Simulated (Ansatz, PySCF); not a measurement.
3-fluorobuta-1,2-diene (C₄H₅F), SMILES C=C=C(F)C. Atoms are numbered in the order given.

```xyz
10

C     -0.1385     2.2139     0.0000
C     -0.0180     0.9120     0.0000
C      0.0657    -0.3981     0.0000
C     -1.0664    -1.3621     0.0000
F      1.2685    -1.0011     0.0000
H     -0.1884     2.7861    -0.9346
H     -0.1884     2.7861     0.9346
H     -2.0298    -0.8375     0.0000
H     -1.0115    -2.0113     0.8887
H     -1.0115    -2.0113    -0.8887
```
Charge 0, spin multiplicity 1.

The structure is a stationary point at PBE0-D3(BJ)/def2-SVP.

Two levels are set side by side: PBE-D3(BJ)/def2-SVP (Ansatz, a quantum-chemistry and plane-wave program) and PBE0-D3(BJ)/def2-SVP (Ansatz). Each level has its own optimised geometry; the coordinates shown are those of the second. Frequencies come from the Hessian of PySCF at each geometry. Differences are taken from unrounded values.

| quantity | PBE0-D3(BJ) |
|---|---|
| mean bond length (Å) | 1.216 |
| bond C1–C2 (Å) | 1.307 |
| bond C2–C3 (Å) | 1.313 |
| bond C3–C4 (Å) | 1.487 |
| bond C3–F5 (Å) | 1.345 |
| bond C1–H6 (Å) | 1.097 |
| bond C1–H7 (Å) | 1.097 |
| bond C4–H8 (Å) | 1.097 |
| bond C4–H9 (Å) | 1.102 |
| bond C4–H10 (Å) | 1.102 |
| highest harmonic wavenumber (cm⁻¹) | 3217 |
| mean harmonic wavenumber (cm⁻¹) | 1405 |
| zero-point energy (kcal/mol) | 48.20 |

Problem. What does PBE-D3(BJ) give, and how far is it from PBE0-D3(BJ)? (The exact figures need the calculation; the answer reports its results.)

Solution. 
| quantity | PBE-D3(BJ) | PBE-D3(BJ) minus PBE0-D3(BJ) |
|---|---|---|
| mean bond length (Å) | 1.226 | 0.010 |
| bond C1–C2 (Å) | 1.317 | 0.009 |
| bond C2–C3 (Å) | 1.323 | 0.010 |
| bond C3–C4 (Å) | 1.495 | 0.008 |
| bond C3–F5 (Å) | 1.363 | 0.017 |
| bond C1–H6 (Å) | 1.106 | 0.009 |
| bond C1–H7 (Å) | 1.106 | 0.009 |
| bond C4–H8 (Å) | 1.105 | 0.008 |
| bond C4–H9 (Å) | 1.111 | 0.009 |
| bond C4–H10 (Å) | 1.111 | 0.009 |
| highest harmonic wavenumber (cm⁻¹) | 3108 | -109 |
| mean harmonic wavenumber (cm⁻¹) | 1354 | -51 |
| zero-point energy (kcal/mol) | 46.47 | -1.73 |

Exact exchange shortens and stiffens bonds; PBE has none. Differences between two approximate levels are no errors against the true value.
